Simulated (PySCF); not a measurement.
# Assignment exercise: C4H12O2Si3

Structure with atom numbers: `[CH3:1]/[C:2](=[CH:3]\[C:4](=[O:5])[OH:6])[SiH:7]([SiH3:8])[SiH3:9]`; H(Xn) means a hydrogen on atom n.

PySCF 2.14 calculation with geometry from GFN2-xTB and σ from GIAO-PBE0/pcSseg-1; one computed conformer, relativity neglected, isolated molecule, averaged over atoms made equivalent by symmetry, fast rotation or ring inversion.

Chemical shifts δ = σref − σ; 13C, 1H vs TMS, all at this level.

Q: Assign these signals to the numbered atoms. 13C{1H} NMR (computed): δ 176.1 (C), 169.9 (C), 132.4 (CH), 23.3 (CH3).

A: 
```tsv
δ (ppm)	atoms	environment	reason
176.1	C2	β carbon of a C=C–C=O unit	conjugation with the carbonyl draws π density from the β position
169.9	C4	carboxylic acid carbon	it is a carbonyl in resonance with an O or N lone pair, the region of acids, esters and amides
132.4	C3	α carbon of a C=C–C=O unit	as expected for a trigonal carbon in a double bond
23.3	C1	allylic methyl carbon	saturated and bonded to C and H only
```

Q: Assign these signals to the numbered atoms. 1H NMR (400 MHz, computed): δ 6.59 (s, 1H), 6.01 (br s, 1H), 4.36 (sept, 1H), 3.59 (d, 6H), 2.64 (s, 3H).

A: 
| δ (ppm) | atoms | environment | reason |
| --- | --- | --- | --- |
| 6.59 | H(C3) | hydrogen on an α carbon of a C=C–C=O unit | olefinic region |
| 6.01 | H(O6) | hydrogen on an acid hydroxyl oxygen | exchangeable, gas-phase position |
| 4.36 | H(Si7) | hydrogen on a silicon bonded to C, 2 Si | – |
| 3.59 | H(Si8)/H(Si9) | hydrogen on a silicon bonded to Si | – |
| 2.64 | H(C1) | hydrogen on an allylic methyl carbon | allylic position |

Exchangeable OH/NH protons stand at their gas-phase positions; hydrogen bonding in a real sample shifts them, mostly to higher δ. Shifts are as computed. Against solution values, carbons near 30 ppm lie about +3 ppm off and those near 130 ppm about +5 ppm. Of 1309 compounds with measured shifts, 239 miss one by over three times the rms of a fit or turn the order of signals round; such compounds aren't used in these exercises. The C=O carbon of an acid or of an amide with N–H lies up to 10 ppm further downfield in solution, through hydrogen bonding that the calculation lacks. Multiplicities follow the n + 1 count of equivalent neighbours, as no J values were calculated; m marks all less simple cases, F and P coupling included.
